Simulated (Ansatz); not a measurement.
Z-matrix (Å, degrees):
```
Si
C 1 1.923
H 1 1.482 2 107.6
H 1 1.491 2 111.8 3 120.4
H 1 1.482 2 107.6 3 -119.2
O 2 1.216 1 118.4 3 59.5
N 2 1.354 1 118.7 3 -120.5
H 7 1.009 2 119.1 1 -180.0
H 7 1.003 2 121.7 1 0.0
```

Charge 0, multiplicity 1.

List the r2SCAN/def2-TZVPP orbital energies in eV (Ansatz 0.2.0). (Estimate.)

Ansatz gave: Occupied: -1791.12, -515.05, -386.32, -275.67, -141.61, -96.48, -96.46, -96.45, -27.40, -24.04, -16.19, -14.66, -13.53, -11.44, -10.66, -9.78, -8.98, -8.87, -7.07, -5.93. Lowest empty: -1.13, 0.10, 0.83, 1.05, 1.42, 1.88, 2.66, 3.49.
